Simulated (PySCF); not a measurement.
# Excitation energy of S by level of theory

S [Ne] 3s2 3p4 (3P) → S [Ne] 3s1 3p5 (3P), as a difference of total energies. All numbers are calculated (PySCF 2.14, scalar relativity by spin-free X2C-1e, in aug-cc-pCVTZ-DK with one added diffuse shell each of s, p, d, f type (9s8p6d4f, 91 functions)). Correlated levels: valence and next inner shell: 1s2 frozen. The calculations carry no spin-orbit coupling.

```json
{"method": "UHF", "excitation energy (cm⁻¹)": "93444", "error (cm⁻¹)": "+21435"}
{"method": "MP2 (valence and next inner shell)", "excitation energy (cm⁻¹)": "84998", "error (cm⁻¹)": "+12989"}
{"method": "SCS-MP2 (valence and next inner shell)", "excitation energy (cm⁻¹)": "83987", "error (cm⁻¹)": "+11979"}
{"method": "CCSD (valence and next inner shell)", "excitation energy (cm⁻¹)": "78308", "error (cm⁻¹)": "+6299"}
{"method": "CCSD(T) (valence and next inner shell)", "excitation energy (cm⁻¹)": "73281", "error (cm⁻¹)": "+1272"}
```

Reference: 72008 cm⁻¹ (measured; NIST levels, between the centres of gravity of the two terms).

Errors of the correlated levels include the incompleteness of this basis and the frozen core.

The upper state lies above the first ionisation limit, where it may autoionise and the basis confines it.

The coupled-cluster amplitudes are large for the upper state (T1 above 0.03 or a double amplitude above 0.15), so a single reference is strained.
